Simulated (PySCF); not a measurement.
C3H13NSi2, SMILES CCC(N)([SiH3])[SiH3].

The structure is a stationary point at PBE0-D3(BJ)/def2-SVP. The structure was generated by enumeration, and PubChem lists no compound with its InChIKey, so it may never have been made. The values are those of a single conformer.

The numbers are results of r2SCAN/def2-TZVP in PySCF, not measurements.

Gas-phase values at a fixed geometry.

### Question
Estimate the frontier levels, gap, dipole moment. (An estimate is asked for; the answer gives what the named calculation found.)

### Answer

highest occupied level: -5.60 eV
lowest empty level: -0.16 eV
orbital gap: 5.44 eV
dipole moment: 0.91 D
quadrupole, principal values (traceless, Buckingham form, about the centre of nuclear charge): -6.33, 1.28, 5.05 D·Å
